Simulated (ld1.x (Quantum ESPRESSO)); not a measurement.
## An all-electron radial function and its pseudo partner (In (Z = 49))

Columns: radius, all-electron u(r) and pseudo u(r) of the 4d shell (level -18.41 eV) of indium in the configuration [Kr] 4d10 5s2 5p1; BLYP, scalar-relativistic, TM semilocal scheme, ld1.x (Quantum ESPRESSO) 7.5.

```json
{"r (bohr)": "0.155", "all-electron": "0.4552", "pseudo": "-0.0222"}
{"r (bohr)": "0.310", "all-electron": "0.3277", "pseudo": "-0.1554"}
{"r (bohr)": "0.465", "all-electron": "-0.2373", "pseudo": "-0.4182"}
{"r (bohr)": "0.620", "all-electron": "-0.6938", "pseudo": "-0.7196"}
{"r (bohr)": "0.775", "all-electron": "-0.9288", "pseudo": "-0.9371"}
{"r (bohr)": "0.930", "all-electron": "-0.9903", "pseudo": "-1.0129"}
{"r (bohr)": "1.085", "all-electron": "-0.9515", "pseudo": "-0.9727"}
{"r (bohr)": "1.240", "all-electron": "-0.8653", "pseudo": "-0.8753"}
{"r (bohr)": "1.395", "all-electron": "-0.7628", "pseudo": "-0.7649"}
{"r (bohr)": "1.550", "all-electron": "-0.6598", "pseudo": "-0.6599"}
{"r (bohr)": "1.705", "all-electron": "-0.5641", "pseudo": "-0.5641"}
{"r (bohr)": "1.860", "all-electron": "-0.4786", "pseudo": "-0.4786"}
{"r (bohr)": "2.015", "all-electron": "-0.4040", "pseudo": "-0.4040"}
{"r (bohr)": "2.170", "all-electron": "-0.3399", "pseudo": "-0.3399"}
{"r (bohr)": "2.325", "all-electron": "-0.2852", "pseudo": "-0.2852"}
{"r (bohr)": "2.480", "all-electron": "-0.2389", "pseudo": "-0.2389"}
{"r (bohr)": "2.635", "all-electron": "-0.2000", "pseudo": "-0.2000"}
{"r (bohr)": "2.790", "all-electron": "-0.1672", "pseudo": "-0.1672"}
{"r (bohr)": "2.945", "all-electron": "-0.1397", "pseudo": "-0.1397"}
{"r (bohr)": "3.100", "all-electron": "-0.1167", "pseudo": "-0.1167"}
{"r (bohr)": "3.255", "all-electron": "-0.0974", "pseudo": "-0.0974"}
{"r (bohr)": "3.410", "all-electron": "-0.0813", "pseudo": "-0.0813"}
{"r (bohr)": "3.565", "all-electron": "-0.0678", "pseudo": "-0.0678"}
{"r (bohr)": "3.720", "all-electron": "-0.0566", "pseudo": "-0.0566"}
{"r (bohr)": "3.875", "all-electron": "-0.0472", "pseudo": "-0.0472"}
{"r (bohr)": "4.030", "all-electron": "-0.0394", "pseudo": "-0.0394"}
```

Task: How many radial nodes do the two functions have?

Result: The all-electron 4d function has n − l − 1 = 1; the pseudo-wave has 0, since the states of the same l below it are removed with the core.

Task: At about which radius was the pseudo-wave matched?

Result: 1.70 bohr, where the columns begin to agree (steps of 0.15 bohr).

Task: Is the pseudo-wave norm-conserving?

Result: Yes: the TM semilocal scheme keeps the norm inside the radius equal to the all-electron one, which fixes the energy derivative of the logarithmic derivative at the level.
